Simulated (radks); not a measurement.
Spherical jellium clusters: N electrons in a uniform positive sphere of charge N and radius rs N^(1/3), rs = 3.47 bohr. Calculated with a radial shooting solver with Libxc functionals: non-relativistic Kohn-Sham, PBEsol, spin-polarised, spherical densities. Levels are named by radial order and angular momentum (1s, 1p, 1d, 2s, ...), and open shells are averaged over m.

N = 11, configuration 1s2 1p6 1d(up 3, down 0). This is the lowest configuration that the search found. Occupied levels:

level,occupation,eigenvalue (eV),<r> (bohr)
1s up,1,-5.7515,5.082
1s down,1,-5.5239,4.761
1p up,3,-4.3870,6.118
1p down,3,-3.9737,5.941
1d up,3,-2.7255,7.017

Energy (eV): total -18.1367, kinetic 24.915, external -497.79, Hartree 242.80, exchange-correlation -44.060, background 255.99.
